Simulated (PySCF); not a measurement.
## Broadened absorption spectrum of C7H11N

C7H11N.
Numbering: `[H]/[N:2]=[CH:3]/[C@@H:4]1[CH2:5][C@@H:6]2[CH2:7][C@@H:8]2[CH2:9]1` (hydrogens: H1 on N2; H10 on C3; H11 on C4; H12, H13 on C5; H14 on C6; H15, H16 on C7; H17 on C8; H18, H19 on C9)

Theory: TDDFT PBE0/def2-SVPD, vertical, gas phase, core orbitals frozen in the response (PySCF 2.14.0, density-fitted response routines). Isolated species at its GFN2-xTB geometry (one conformer only).

Each state is given a Gaussian of 0.4 eV full width at half maximum, with ε(max) = 2.175×10⁸ f / Δν̃ (Δν̃ the width in cm⁻¹). The width is an assumption, not a result. The curve ends short of the highest state used, and states not computed would add to its high-energy end.

| λ (nm) | ε (L mol⁻¹ cm⁻¹) |
| --- | --- |
| 178.4 | 826 |
| 182.4 | 523 |
| 186.4 | 222 |
| 190.3 | 107 |
| 194.3 | 61 |
| 198.3 | 29 |
| 202.2 | 10 |
| 206.2 | 2 |
| 210.2 | 0 |
| 214.2 | 0 |
| 218.1 | 2 |
| 222.1 | 9 |
| 226.1 | 30 |
| 230.1 | 66 |
| 234.0 | 104 |
| 238.0 | 125 |
| 242.0 | 114 |
| 245.9 | 83 |
| 249.9 | 48 |
| 253.9 | 23 |
| 257.9 | 9 |
| 261.8 | 3 |
| 265.8 | 1 |
| 269.8 | 0 |

Question: Where are the band maxima, and which computed states make them?

Answer: 239 nm (5.20 eV), ε about 130, made up of S1 (100%) (ε in L mol⁻¹ cm⁻¹; maxima over ε = 5, shares over 10%). At its high-energy end, 6.95 eV, the curve is still rising (ε about 830, from S4). The states used: S1 5.20 eV (f 0.0019); S2 6.43 eV (f 0.0007); S3 6.67 eV (f 0.0010); S4 6.97 eV (f 0.012); S5 7.29 eV (f 0.0014); S6 7.55 eV (f 0.143).

Question: On this curve, what absorbance would a 10⁻⁵ mol/L sample give at 222 nm over a 1 cm path?

Answer: 222 nm is 5.585 eV, where ε is about 9.1 L mol⁻¹ cm⁻¹, so A = ε c l ≈ 9.1e-05 (Beer–Lambert, with the gas-phase spectrum and the assumed width).

Question: What would ε be at 5.20 eV, the highest of these maxima, with half the width (0.2 eV)?

Answer: About 250 L mol⁻¹ cm⁻¹ against 125, a factor of about 2.00; a lone state at its own centre would give exactly 2.

Question: Coming from long wavelengths, where does ε first pass 100 L mol⁻¹ cm⁻¹?

Answer: At about 244 nm (5.08 eV), 0.11 eV below S1.
